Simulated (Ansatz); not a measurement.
System: CsAu (charge 0, singlet). 
Geometry from a B3LYP-D3(BJ)/def2-TZVP (Ansatz, a program for electronic structure) optimisation:
```xyz
2

Cs     0.0000     0.0000    -1.8835
Au     0.0000     0.0000     1.3113
```

Basis-set convergence of Hartree-Fock and MP2 correlation energies (hartree) with Ansatz. Valence correlation only, unless marked. Spin-orbit coupling is left out. The frozen core is the preceding noble-gas configuration, with the filled d and f shells of earlier blocks. The outer core of K, Ca and their heavier congeners is not correlated, a term that matters for these elements. Past Kr the def2 sets carry scalar-relativistic core potentials.

The T1 diagnostic of CCSD in the largest basis is 0.032, which is high, so the coupled-cluster rows are less sure than usual.

| basis | functions | E(HF) | E(corr, MP2) |
|---|---|---|---|
| def2-SVP | 56 | -154.67518 | -0.30235 |
| def2-TZVPP | 92 | -154.68228 | -0.42371 |
| def2-QZVPP | 150 | -154.68444 | -0.45644 |

Extrapolating the two largest sets (X = 3 and 4) as X^-3: E(corr) = (64·(-0.45644) - 27·(-0.42371))/37 = -0.4803 Eh, an estimate of the basis-set limit. The largest set recovers 95.0 % of it, the smallest 62.9 %.
